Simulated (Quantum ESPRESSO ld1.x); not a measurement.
Isoelectronic series with 7 electrons, all held in the configuration [He] 2s2 2p3, which need not be the ground one along the series. All-electron calculation, Dirac Kohn-Sham, LDA (Slater exchange, Perdew-Zunger correlation), spin-unpolarised, spherical densities, point nucleus; open shells are shared between the two j in proportion to 2j + 1. Program: ld1.x of Quantum ESPRESSO 7.5. Total energies (hartree) and orbital eigenvalues (eV) (* marks an orbital that is empty in some or all of the ions):

ion,E (hartree),3p1/2*,3s1/2*,2p3/2,2p1/2,2s1/2,1s1/2
Ti15+,-697.318,-397.314,-418.076,-992.487,-999.449,-1066.49,-5507.96
Mn18+,-915.818,-560.504,-585.273,-1374.14,-1386.47,-1465.08,-7286.39
Ni21+,-1164.900,-751.919,-780.748,-1817.40,-1837.77,-1928.13,-9321.18
Ga24+,-1444.936,-971.869,-1004.82,-2322.40,-2354.26,-2456.59,-11615.5
Se27+,-1756.347,-1220.72,-1257.87,-2889.30,-2937.02,-3051.57,-14173.1
Rb30+,-2099.61,-1498.88,-1540.32,-3518.28,-3587.27,-3714.33,-16998.1
Zr33+,-2475.27,-1806.84,-1852.65,-4209.56,-4306.41,-4446.29,-20095.3
Tc36+,-2883.94,-2145.12,-2195.42,-4963.36,-5096.01,-5249.08,-23470.0
Pd39+,-3326.27,-2514.33,-2569.23,-5779.93,-5957.84,-6124.49,-27128.0
In42+,-3803.04,-2915.13,-2974.77,-6659.56,-6893.88,-7074.56,-31076.0
Te45+,-4315.08,-3348.28,-3412.81,-7602.55,-7906.34,-8101.55,-35321.4
Cs48+,-4863.32,-3814.60,-3884.18,-8609.22,-8997.69,-9207.98,-39872.4
